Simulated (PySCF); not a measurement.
## Radial density of Fe³⁺ (iron, charge +3)

TPSSh, [Ar] 3d5, high-spin 6S determinant. Calculation: PySCF 2.14, in x2c-QZVPPall with one added diffuse shell each of s, p, d, f, g type (12s8p6d5f3g, 128 functions); scalar relativity by spin-free X2C-1e.

```json
{"r (bohr)": "0.000818", "4πr²ρ (e/bohr)": "0.1405", "4πr²(ρα − ρβ)": "0.0000"}
{"r (bohr)": "0.00138", "4πr²ρ (e/bohr)": "0.3624", "4πr²(ρα − ρβ)": "0.0000"}
{"r (bohr)": "0.00231", "4πr²ρ (e/bohr)": "0.9171", "4πr²(ρα − ρβ)": "-0.0001"}
{"r (bohr)": "0.00389", "4πr²ρ (e/bohr)": "2.254", "4πr²(ρα − ρβ)": "-0.0002"}
{"r (bohr)": "0.00655", "4πr²ρ (e/bohr)": "5.267", "4πr²(ρα − ρβ)": "-0.0005"}
{"r (bohr)": "0.0110", "4πr²ρ (e/bohr)": "11.27", "4πr²(ρα − ρβ)": "-0.0011"}
{"r (bohr)": "0.0185", "4πr²ρ (e/bohr)": "20.79", "4πr²(ρα − ρβ)": "-0.0020"}
{"r (bohr)": "0.0311", "4πr²ρ (e/bohr)": "29.92", "4πr²(ρα − ρβ)": "-0.0027"}
{"r (bohr)": "0.0524", "4πr²ρ (e/bohr)": "29.83", "4πr²(ρα − ρβ)": "-0.0020"}
{"r (bohr)": "0.0881", "4πr²ρ (e/bohr)": "24.31", "4πr²(ρα − ρβ)": "0.0105"}
{"r (bohr)": "0.148", "4πr²ρ (e/bohr)": "32.23", "4πr²(ρα − ρβ)": "0.1446"}
{"r (bohr)": "0.249", "4πr²ρ (e/bohr)": "29.41", "4πr²(ρα − ρβ)": "0.9366"}
{"r (bohr)": "0.419", "4πr²ρ (e/bohr)": "12.97", "4πr²(ρα − ρβ)": "3.2340"}
{"r (bohr)": "0.705", "4πr²ρ (e/bohr)": "16.58", "4πr²(ρα − ρβ)": "5.0502"}
{"r (bohr)": "1.19", "4πr²ρ (e/bohr)": "7.083", "4πr²(ρα − ρβ)": "2.8697"}
{"r (bohr)": "2.00", "4πr²ρ (e/bohr)": "0.6786", "4πr²(ρα − ρβ)": "0.4976"}
{"r (bohr)": "3.36", "4πr²ρ (e/bohr)": "0.01370", "4πr²(ρα − ρβ)": "0.0131"}
{"r (bohr)": "5.65", "4πr²ρ (e/bohr)": "2.574e-05", "4πr²(ρα − ρβ)": "0.0000"}
```

Densities and radii are taken from the X2C orbitals without a picture-change correction, which distorts them close to the nucleus.

(1) Where is the radial spin density 4πr²(ρα − ρβ) most negative, and why is it negative at all?

Results:

(1) Around r = 0.0311 bohr, down to -0.0027 e/bohr: exchange with the open shell polarises the paired shells in an unrestricted calculation.
